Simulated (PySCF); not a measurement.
**TiF3: what the settings change**

The complex TiF3 (charge 0) contains Ti(III), shell d1. The structure is a PBE0-D3(BJ)/def2-TZVP geometry optimised for multiplicity 2; coordination trigonal planar, point group D3h, metal–donor distances 1.77 Å.

```
4

Ti    0.0000    0.0000    0.0000
F     1.7697    0.0000    0.0000
F    -0.8849    1.5326    0.0000
F    -0.8848   -1.5326    0.0000
```

Method (PySCF 2.14, density fitting): CASSCF(1,5) with orbitals averaged over all microstates of the shell, strongly contracted NEVPT2 on the averaged canonical orbitals; basis x2c-TZVPall on the metal, x2c-SVPall elsewhere; spin-free X2C; gas phase; spin-orbit coupling by state interaction with the mean-field operator over all roots.

Base run: NEVPT2 ground state 2A1', next 2E'' at 5769, then 2E' at 23369 cm⁻¹, ζ 120 cm⁻¹, g 1.891 1.891 2.001, μeff(300 K) 1.76 μB.

Problem. What happens with the basis x2c-TZVPall on all atoms?

Solution. NEVPT2 ground state 2A1', next 2E'' at 5668, then 2E' at 23080 cm⁻¹, ζ 119 cm⁻¹, g 1.890 1.890 2.001, μeff(300 K) 1.77 μB. It took 2.3 s against 1.4 s on a shared host of the same kind.

NEVPT2 lifts 2E'' from 3426 to 5769 cm⁻¹; on the d shell alone such lifts tend to overshoot. NEVPT2 on the d shell alone tends to put d–d bands too high for such charged or covalently bound ions.
